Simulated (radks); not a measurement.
Values are calculated unless marked as measured or tabulated.
The silicon ion Si2+ inside a hard spherical wall (all orbitals vanish at R), configuration held at [Ne] 3s2 and not refilled when levels cross. Code: a radial shooting solver on a logarithmic mesh with Libxc functionals. Model: non-relativistic Kohn-Sham, LDA (Slater exchange, Perdew-Wang correlation), spin-unpolarised, spherical densities, point nucleus. Eigenvalues in eV, with the zero of energy where the potential of the charges vanishes at infinity; a dash marks a level that is unbound or too diffuse for the functional's potential to be trusted. A positive occupied level is held by the wall or, in an anion where self-interaction has pushed it up, behind a barrier. The pressure on the wall is -dE/dV.

| R (bohr) | E (hartree) | kinetic (hartree) | e(1s) | e(2s) | e(2p) | e(3s) | e(3p, empty) | e(3d, empty) | pressure (GPa) |
|---|---|---|---|---|---|---|---|---|---|
| free | -287.31346 | 286.650 | -1795.7 | -159.42 | -117.02 | -28.599 | -20.664 | -10.786 | 0 |
| 20 | -287.31346 | 286.650 | -1795.7 | -159.42 | -117.02 | -28.599 | -20.664 | -10.786 | < 0.0001 |
| 12 | -287.31346 | 286.650 | -1795.7 | -159.42 | -117.02 | -28.599 | -20.664 | -10.786 | < 0.0001 |
| 8 | -287.31346 | 286.650 | -1795.7 | -159.42 | -117.02 | -28.599 | -20.663 | -10.748 | 0.000410 |
| 7 | -287.31341 | 286.651 | -1795.7 | -159.42 | -117.02 | -28.596 | -20.655 | -10.656 | 0.00630 |
| 4 | -287.26362 | 287.006 | -1794.3 | -158.19 | -115.78 | -27.305 | -18.637 | -6.605 | 15.0 |
| 3.5 | -287.17686 | 287.458 | -1792.8 | -156.89 | -114.48 | -25.517 | -16.221 | -3.341 | 51.8 |
| 3 | -286.94814 | 288.421 | -1790.1 | -154.58 | -112.14 | -21.346 | -11.041 | 2.608 | 186 |
| 2.5 | -286.33435 | 290.555 | -1785.0 | -150.57 | -108.07 | -11.201 | 0.525 | 13.912 | 734 |
| 2 | -284.54728 | 295.936 | -1774.5 | -143.12 | -100.34 | 15.924 | 28.757 | 37.263 | 3540 |
| 1.5 | -278.24018 | 313.232 | -1746.0 | -124.82 | -80.687 | 101.48 | 109.46 | 93.992 | 24800 |
